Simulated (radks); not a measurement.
Values are calculated unless marked as measured or tabulated.
Task: Radial electron density D(r) = 4 pi r^2 rho(r) of an atom or ion with 26 electrons. Code: a radial shooting solver on a logarithmic mesh with Libxc functionals. Model: Dirac Kohn-Sham, LDA (Slater exchange, Perdew-Wang correlation), spin-unpolarised, spherical densities, finite nucleus; Fermi nuclear charge, rms radius of each element as measured or else 0.836 A^(1/3) + 0.57 fm.

r (bohr),D(r) (e/bohr)
0.004668,11.48
0.005981,16.49
0.007665,22.96
0.009822,30.75
0.01259,39.19
0.01613,46.96
0.02067,52.19
0.02649,53.26
0.03394,50.20
0.04349,45.96
0.05574,45.64
0.07142,52.31
0.09153,61.91
0.1173,64.32
0.1503,54.32
0.1926,41.26
0.2448,38.79
0.3138,44.07
0.4021,40.83
0.5152,25.00
0.6603,9.424
0.8461,2.261
1.084,0.4531
1.389,0.07962
1.78,0.006934
2.282,0.0001864

What is the nuclear charge?

Result: Z = 42. The innermost maximum, from 1s, lies near gamma/Z bohr with gamma = sqrt(1 - (Z/c)^2) = 0.952, here 0.0227 bohr (found: 0.0248), and its height grows with Z. The density is that of the molybdenum ion Mo16+ in [Ne] 3s2 3p5.75 3d8 4s0.25; the configuration itself is not fixed sharply by these data, and Z only to a few units. D(r) has 3 maxima, at r = 0.0248, 0.109, 0.337 bohr, and minima at 0.0502, 0.226 bohr, inside which lie 2.07, 11.17 electrons.
